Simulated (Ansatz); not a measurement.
Geometry optimisation, RKS PBE/def2-SVP in Ansatz 0.2.0.

Input:

```yaml
crystal:
  periodic: [false, false, false]
  atoms:
    - { symbol: Ge, position_ang: [0.0, 0.0, 0.0] }
    - { symbol: O, position_ang: [1.1168, 0.0, 1.6228] }
    - { symbol: H, position_ang: [0.2072, -0.2814, 1.96] }
    - { symbol: H, position_ang: [1.7092, 0.0, 0.376] }
    - { symbol: H, position_ang: [-0.73, 1.2648, -0.5162] }
    - { symbol: H, position_ang: [-0.73, -1.2648, -0.5162] }
basis:
  gaussian: { orbitals: def2-SVP }
hamiltonian:
  xc: pbe
relax:
  f_tol: 0.15
  max_steps: 25
  restrain:
    - { distance: [1, 3], at: 1.01, k: 30.0 }
    - { distance: [0, 1], at: 2.97, k: 30.0 }
    - { distance: [0, 3], at: 2.75, k: 30.0 }
```

Run as:

```bash
$ ansatz run input.yaml --threads 1 --pin off --max-ram 2048MiB --backend cpu --events-out ev --progress --plain --runs-dir out
```

Q: Where does it end, and by what steps?

A: The run converged. The restraints hold the end off the free minimum. After 11 steps the energy has fallen by 2.618 eV (the restraints' own energy left out); Ge1 moved furthest, 0.94 Å. Parted: Ge1–O2 (1.97 → 2.95 Å). Joined: O2–H4 (1.38 → 0.99 Å).

```tsv
step	energy less start (eV)	largest force component (eV/Å)	accepted
0	0.0000	3.545	yes
1	0.7647	5.323	yes
2	1.5082	5.574	yes
3	1.1067	5.167	yes
4	-0.4729	4.310	yes
5	-1.6690	2.814	yes
6	-2.3903	1.611	yes
7	-2.5230	1.200	yes
8	-2.5964	0.757	yes
9	-2.6150	1.140	yes
10	-2.6034	0.953	no
11	-2.6181	0.991	yes
```

```xyz
6
Properties=species:S:1:pos:R:3
Ge -0.080 0.084 -0.932
O 1.230 0.197 1.706
H 0.756 -0.613 1.981
H 1.855 -0.146 1.017
H -1.175 1.222 -0.633
H -1.013 -1.026 -0.212
```

Time of the run: 15 s on 1 thread of Arm Neoverse V2 (shared host), peak memory 0.11 GiB.
